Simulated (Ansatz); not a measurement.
Basis-set extrapolation for C$_{3}$H$_{8}$BN (`CC1(C)BN1`) (PBE0-D4/def2-TZVP geometry, frozen core, the Gaussian-basis code of Ansatz). Multiplicity 1, RHF reference.

```tsv
	def2-TZVPP	def2-QZVPP
HF	-197.439642	-197.449116
MP2 correlation	-0.826042	-0.879306
CCSD(T) correlation	-0.904617	not run
```

Energies in hartree. Use E(X) = E(∞) + A·exp(−7.88·√X) for Hartree–Fock and E(X) = E(∞) + B·X^(−2.97) for correlation, with X = 3 and 4, and add CCSD(T) minus MP2 of the smaller set to the MP2 limit.

**Question.** What is the CCSD(T) energy at the basis-set limit?

**Answer.** HF limit: -197.449116 + (-0.009474) × 0.13774 = -197.45042. MP2 limit: -0.879306 + (-0.053264) × 0.74074 = -0.91876. Higher-order term: -0.904617 − (-0.826042) = -0.07857. Total: -198.44775 hartree, 271.7 kJ/mol below CCSD(T)/def2-TZVPP.
